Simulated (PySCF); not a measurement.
## Two-dimensional NMR puzzle

Compound of formula C4H10F2Si2. Correlations simulated from computed shifts and the bond graph:

HSQC (one-bond C–H):
```tsv
δH	δC
7.07	156.7
6.50	122.0
0.30	-7.5
```

COSY cross peaks (H two or three bonds apart, from the bond graph; peaks can be absent where the dihedral angle is near 90°):
```tsv
δH	δH
7.07	4.64
4.64	0.30
```

HMBC (two and three bonds, from the bond graph):
```tsv
δH	δC
7.07	164.6, 122.0, -7.5
6.50	164.6, 156.7
4.64	164.6, 156.7, -7.5
4.28	164.6, 156.7, 122.0
0.30	156.7
```

Carbons without hydrogens: δ 164.6.

Averaged over atoms made equivalent by symmetry, fast rotation or ring inversion, non-relativistic Hamiltonian, gas phase, one computed conformer. Shielding tensors at PBE0/pcSseg-1 (GIAO); geometry from GFN2-xTB; PySCF.

Shifts are taken against calculated references (same method and geometry level): $^{1}$H, $^{13}$C vs TMS.

Exchangeable hydrogens are left out of these lists.

Which molecule is this?

Results:

`C[SiH2]/C=C(/[SiH3])C(F)F`.

Atoms are numbered as in `[CH3:1][SiH2:2]/[CH:3]=[C:4](/[SiH3:5])[CH:6]([F:7])[F:8]`. Hydrogens are named by the atom that carries them.

- δC 164.6 is C4, a fully substituted alkene carbon.
- δC 156.7 is C3, an alkene CH (δH 7.07).
- δC 122.0 is C6, an allylic sp3 CH bonded to 2 F (δH 6.50).
- δC -7.5 is C1, a methyl carbon bonded to Si (δH 0.30).
- HMBC from δH 7.07 reaches the proton-free carbon C4.
- HMBC from δH 6.50 reaches the proton-free carbon C4.
- HMBC from δH 4.64 reaches the proton-free carbon C4.
- HMBC from δH 4.28 reaches the proton-free carbon C4.
- COSY links 7.07–4.64, 4.64–0.30.

The data come from this structure; uniqueness wasn't tested.

Shifts are as computed. Against solution values, carbons near 30 ppm lie about +3 ppm off and those near 130 ppm about +5 ppm. Of 1211 compounds with measured shifts, 218 miss one by over three times the rms of a fit or turn the order of signals round; such compounds aren't used in these exercises.
